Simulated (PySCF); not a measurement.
## Badger's rule along the 4d metals: bonds to H

r²SCAN in PySCF with def2-TZVPP on every atom (core potentials on Y, Nb, Mo, Ru, Pd), for the lowest determinant that a PBE0 search found; no spin–orbit coupling. Badger's rule says that Re = d + c·k^(−1/3) for bonds between atoms of fixed rows.

```csv
molecule,state (unpaired electrons),Re (Å),k (mdyn/Å)
PdH,doublet (σ ↑),1.521,2.56
RuH,"quartet (σ ↑, δ ↑↑)",1.574,?
MoH,"sextet (σ ↑, π ↑↑, δ ↑↑)",1.715,?
NbH,"quintet (σ ↑, π ↑↑, δ ↑)",1.765,?
YH,singlet (closed shell),1.913,1.41
```

Problem. Fix c and d from PdH and YH.

Solution. c = (1.913 − 1.521)/(1.41^(−1/3) − 2.56^(−1/3)) = 2.438, d = 1.521 − c·2.56^(−1/3) = -0.261 Å.

Problem. Predict k of the others and set the computed values beside them.

Solution. 

```csv
molecule,k by the rule,k computed,difference (%)
RuH,2.34,2.44,-4
MoH,1.88,1.85,1
NbH,1.74,1.73,0
```

The rule misses by 2 % on average, well for two fitted constants.

Spin–orbit coupling is left out. The state is the lowest single determinant that the PBE0 search found; with open d or f shells the true ground state can be another one.
